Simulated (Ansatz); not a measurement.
Relaxation of CH₅ClOZn (9 atoms, charge 0, multiplicity 1), to a largest force component of 0.03 eV/Å in at most 50 steps.

The calculation used RKS PBE0-D4/def2-SVP (Ansatz 0.2.0).

```xyz
9
Properties=species:S:1:pos:R:3
Zn -1.373 -1.045 -0.815
C 1.102 0.828 0.238
Cl -0.852 -1.540 -2.789
H 0.131 0.562 0.652
O -1.864 -0.508 0.876
H 1.216 0.416 -0.777
H 1.901 0.428 0.877
H 1.189 1.921 0.188
H -1.450 -1.062 1.549
```

Question: Where does it end, and by what steps?

Answer: The forces met the threshold. After 6 steps the energy has fallen by 0.071 eV; Cl3 moved furthest, 0.33 Å.

| step | energy less start (eV) | largest force component (eV/Å) | accepted |
| --- | --- | --- | --- |
| 0 | 0.0000 | 1.092 | yes |
| 1 | -0.0395 | 0.689 | yes |
| 2 | -0.0622 | 0.215 | yes |
| 3 | -0.0680 | 0.158 | yes |
| 4 | -0.0695 | 0.148 | yes |
| 5 | -0.0698 | 0.173 | yes |
| 6 | -0.0712 | 0.029 | yes |

```xyz
9
Properties=species:S:1:pos:R:3
Zn -1.281 -0.990 -0.699
C 1.094 0.818 0.170
Cl -0.611 -1.361 -2.659
H 0.139 0.663 0.696
O -2.003 -0.645 0.888
H 1.063 0.385 -0.842
H 1.905 0.344 0.738
H 1.283 1.896 0.086
H -1.589 -1.111 1.622
```

Run time: 21 s on 2 threads of Intel(R) Xeon(R) CPU @ 2.80GHz (Skylake/Cascade Lake), on a shared host, peak memory 0.25 GiB.
